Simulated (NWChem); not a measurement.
Two isomers of C$_{4}$H$_{2}$F$_{2}$O, each optimised at PBE0/def2-SVP with NWChem. 

A: Fc1ccoc1F
B: c1(c(coc1)F)F

Q: Which is lower in energy, by how much, and how do their other properties compare?

A: A is lower by 3.4 kcal/mol in electronic energy; with zero-point energies, B − A = 3.5 kcal/mol.
```
                                       A      B
---------------------------------  -----  -----
highest occupied level (eV)        -6.70  -7.03
orbital gap (eV)                    6.85   7.06
dipole (D)                          1.99   1.38
highest harmonic frequency (cm⁻¹)   3322   3322
zero-point energy (kcal/mol)        34.7   34.7
```
